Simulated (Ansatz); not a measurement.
Ansatz (a first-principles code) input (B3LYP-D3(BJ)/def2-TZVP):

Ansatz 0.2 input:
```yaml
crystal:
  periodic: [false, false, false]
  atoms:
    - {symbol: C, position_ang: [-1.61587970, 0.08334199, -0.79460237]}
    - {symbol: C, position_ang: [-2.50665862, 1.05579764, -0.12633533]}
    - {symbol: C, position_ang: [-0.53913988, -0.60921354, -0.06583067]}
    - {symbol: C, position_ang: [0.74931511, 0.26347913, 0.03428342]}
    - {symbol: C, position_ang: [1.82393613, -0.46737390, 0.76245413]}
    - {symbol: C, position_ang: [2.95099253, -0.88318124, 0.21304311]}
    - {symbol: H, position_ang: [-1.60316345, 0.06593032, -1.87182646]}
    - {symbol: H, position_ang: [-2.59116589, 0.84092994, 0.93769807]}
    - {symbol: H, position_ang: [-2.13281701, 2.08337611, -0.22933818]}
    - {symbol: H, position_ang: [-3.50221550, 1.04271738, -0.57210758]}
    - {symbol: H, position_ang: [-0.85900803, -0.84805925, 0.95197477]}
    - {symbol: H, position_ang: [-0.26744000, -1.53771736, -0.57397915]}
    - {symbol: H, position_ang: [1.08108238, 0.52343797, -0.97192660]}
    - {symbol: H, position_ang: [0.49580319, 1.18284516, 0.56678723]}
    - {symbol: H, position_ang: [1.61690204, -0.67848009, 1.80420750]}
    - {symbol: H, position_ang: [3.18000064, -0.69012574, -0.82247049]}
    - {symbol: H, position_ang: [3.69573345, -1.42350852, 0.77239723]}
basis:
  gaussian:
    orbitals: def2-TZVP
hamiltonian:
  xc: b3lyp
  dispersion: d3bj
magnetization: {spin_polarized: true, initial_magnetization: 1}
relax: {f_tol: 0.002, max_steps: 150}
```

End of the output:

```
Atom 3 at     0.720189     0.219181     0.012623 Å, force     0.000002     0.000236     0.000082 eV/Å
Atom 4 at     1.818891    -0.473844     0.752975 Å, force    -0.000374    -0.000186     0.000285 eV/Å
Atom 5 at     2.995729    -0.808716     0.239157 Å, force     0.000066    -0.000450    -0.000690 eV/Å
Atom 6 at    -1.785232    -0.100601    -1.858586 Å, force    -0.000099    -0.000156     0.000205 eV/Å
Atom 7 at    -2.665822     0.856520     0.927333 Å, force     0.000053     0.000028     0.000050 eV/Å
Atom 8 at    -1.933435     2.064005    -0.117069 Å, force     0.000007    -0.000121     0.000065 eV/Å
Atom 9 at    -3.422266     1.276102    -0.618745 Å, force     0.000234    -0.000035     0.000160 eV/Å
Atom 10 at    -0.862771    -0.929516     0.925389 Å, force     0.000002    -0.000144    -0.000037 eV/Å
Atom 11 at    -0.296226    -1.581747    -0.606902 Å, force     0.000057     0.000027    -0.000044 eV/Å
Atom 12 at     1.056952     0.490998    -0.990634 Å, force     0.000054     0.000009     0.000009 eV/Å
Atom 13 at     0.460110     1.149837     0.527344 Å, force    -0.000100     0.000076    -0.000003 eV/Å
Atom 14 at     1.602948    -0.732410     1.787328 Å, force     0.000056     0.000160     0.000065 eV/Å
Atom 15 at     3.251151    -0.574715    -0.788550 Å, force     0.000088     0.000099     0.000105 eV/Å
Atom 16 at     3.746911    -1.323903     0.824064 Å, force    -0.000003     0.000187     0.000253 eV/Å
Dipole moment:    -0.053315     0.062922     0.008448 e Å
```

It need not be the lowest isomer of its formula.
